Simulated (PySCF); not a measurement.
From computed data to an observable: oscillator strength and radiative lifetime

In(F)2(OH) (F2HInO), SMILES [OH][In]([F])[F].

The structure is a stationary point at B3LYP-D3(BJ)/def2-SVP. The def2 effective core potentials stand for the cores of In; spin–orbit coupling is left out. The values are those of a single conformer.

PySCF with TDDFT-ωB97X/def2-SVPD puts the first singlet state with f over 0.02 at 6.30 eV (vertical), with the transition dipole (-0.456, -0.804, 0.000) in atomic units.

Q: Find the oscillator strength, the wavelength and the radiative lifetime that this transition would have in vacuum if emission retraced absorption.

A: 
|μ|² = 0.8544 au, so |μ| = 2.35 D. ΔE = 6.30/27.211 = 0.2315 hartree. f = (2/3) ΔE |μ|² = 0.132 (the program prints 0.132).
λ = 1239.84/6.30 = 197 nm; ν = 50813 cm⁻¹.
Einstein's coefficient A = 0.6670 ν² f s⁻¹ (ν in cm⁻¹) = 2.3e8 s⁻¹, so τ = 1/A = 4.4 ns. This state is S2; the lower singlet has f = 0.016. The figure is the radiative limit of this one transition; relaxation, internal conversion, crossing to triplets and a medium change what is measured.
